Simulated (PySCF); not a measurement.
Badger's rule along the second period: bonds to Sn

PBE0 in PySCF with x2c-SVPall on every atom, spin-free X2C, for the lowest determinant that a PBE0 search found; no spin–orbit coupling. Badger's rule says that Re = d + c·k^(−1/3) for bonds between atoms of fixed rows.

```tsv
molecule	state (unpaired electrons)	Re (Å)	k (mdyn/Å)
SnF	doublet (π ↑)	1.959	3.63
SnC	triplet (σ ↑, π ↑)	2.017	?
SnB	quartet (σ ↑, π ↑↑)	2.174	?
BeSn	triplet (π ↑↑)	2.358	1.00
```

Q: Fix c and d from SnF and BeSn.

A: c = (2.358 − 1.959)/(1.0^(−1/3) − 3.63^(−1/3)) = 1.142, d = 1.959 − c·3.63^(−1/3) = 1.216 Å.

Q: Predict k of the others and set the computed values beside them.

A: 

```
molecule  k by the rule  k computed  difference (%)
     SnC           2.90        2.67               9
     SnB           1.69        1.97             -14
```

The rule misses by 12 % on average; it knows nothing of spin state or of how ionic a bond is, and both change along this series.

Spin–orbit coupling is left out. States were picked by a PBE0 search and need not be the measured ground states.
